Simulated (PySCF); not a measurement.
```xyz
3
charge 0 multiplicity 5, angstrom
Pt    0.0000    0.0000   -1.0465
Se    1.1554    0.0000    1.2789
Se   -1.1554    0.0000    1.2789
```

Method: UB3LYP in PySCF with Pt def2-SVP with ECP60, Se def2-SVP; scalar-relativistic core potentials, no spin–orbit coupling; density-fitted integrals.

This geometry of PtSe₂ is a stationary point at this level.

Q: What is the point group?

A: C2v.

Q: Is it a minimum?

A: Yes: all harmonic wavenumbers are real.

Q: List the harmonic modes with their infrared intensities.

A: 
```json
{"symmetry": "a1", "ω (cm⁻¹)": "116", "IR (km/mol)": "2.4"}
{"symmetry": "b2", "ω (cm⁻¹)": "132", "IR (km/mol)": "0.9"}
{"symmetry": "a1", "ω (cm⁻¹)": "319", "IR (km/mol)": "0.3"}
```

Q: What are the dipole moment and the gap between the highest occupied and lowest empty levels of either spin?

A: 1.67 D and 0.40 eV.

Q: What is the atomisation energy, with and without zero-point energy?

A: 422 kJ/mol without, 419 kJ/mol with.

In C2v the vibrations span 2a1 + b2. Here b1 is antisymmetric to the molecular plane and b2 lies in it.

Only a few start shapes were tried, so a lower isomer may exist. Open d and f shells are described by one determinant, and the ground state may have another occupation or spin. With an element this heavy the missing spin–orbit coupling can shift these numbers.
